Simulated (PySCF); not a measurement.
C₄H₁₀OSi, SMILES C(O)[C@@H]([SiH3])C=C. Geometry: PBE-D3(BJ)/def2-SVP. The structure was generated by enumeration; whether it is a known compound was not checked. The values are those of a single conformer.

Give the equilibrium geometry at PBE-D3(BJ)/def2-SVP (PySCF confirms it by a frequency run) as Cartesian coordinates in Å. (The exact figures need the calculation; the answer reports its results.)

Several could match; the one computed here: 
```xyz
16

C     -0.8647     2.5135     0.1177
C     -0.0909     1.4228     0.2715
C     -0.1478     0.1683    -0.5513
Si    -1.0606    -1.1877     0.4660
C      1.2404    -0.3559    -0.9708
O      1.9301    -0.9998     0.0910
H     -1.6256     2.5686    -0.6789
H     -0.7719     3.3837     0.7852
H      0.6429     1.4185     1.1020
H     -0.7613     0.3528    -1.4609
H     -0.5805    -1.2205     1.8893
H     -0.8764    -2.5403    -0.1676
H     -2.5280    -0.8507     0.4800
H      1.1170    -1.1255    -1.7603
H      1.8450     0.4739    -1.4121
H      2.1240    -0.3267     0.7694
```
